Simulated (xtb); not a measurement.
xtb input (GFN1-xTB):

```bash
xtb mol.xyz --gfn 1 --opt tight --chrg 0 --uhf 0
```
mol.xyz:
```
8

N     -1.11756813    -1.20736291    -0.23075622
B      0.04370508    -0.41922520    -0.14756916
N      1.33292678    -0.85838705    -0.49639707
Cl    -0.13254556     1.27139538     0.44753690
H     -1.12163014    -2.16016762    -0.54999633
H     -2.02006455    -0.85345721     0.02903814
H      1.53262728    -1.78217387    -0.83772563
H      2.13630601    -0.26154698    -0.42152463
```

End of the output:

```
Writing topology from bond orders to xtbtopo.mol

 dipole moment from electron density (au)
     X       Y       Z
   0.1449  -1.3895  -0.4891  total (Debye):    3.762

           -------------------------------------------------
          |                Geometry Summary                 |
           -------------------------------------------------

      molecular mass/u    :       78.3091351
   center of mass at/Å    :       -0.0091517       0.0877841       0.0309004
  moments of inertia/u·Å² :        0.5473381E+02   0.1100919E+03   0.1648257E+03
rotational constants/cm⁻¹ :        0.3079930E+00   0.1531233E+00   0.1022755E+00

 * 7 selected distances

     #   Z          #   Z                                           value/Å
     1   7 N        2   5 B                                       1.4035438
     2   5 B        3   7 N                                       1.4035438
     2   5 B        4  17 Cl                                      1.7814644 (max)
     1   7 N        5   1 H                                       1.0016724
     1   7 N        6   1 H                                       1.0012441 (min)
     3   7 N        7   1 H                                       1.0016724
     3   7 N        8   1 H                                       1.0012441

 * 3 distinct bonds (by element types)

   Z      Z             #   av. dist./Å        max./Å        min./Å
   1 H    7 N           4     1.0014583     1.0016724     1.0012441
   5 B    7 N           2     1.4035438     1.4035438     1.4035438
   5 B   17 Cl          1     1.7814644     1.7814644     1.7814644

optimized geometry written to: xtbopt.xyz

           -------------------------------------------------
          | TOTAL ENERGY              -14.341726367955 Eh   |
          | GRADIENT NORM               0.000319386177 Eh/α |
          | HOMO-LUMO GAP               6.494346738513 eV   |
           -------------------------------------------------

------------------------------------------------------------------------
------------------------------------------------------------------------
 total:
 SCF:
 ANC optimizer:
```
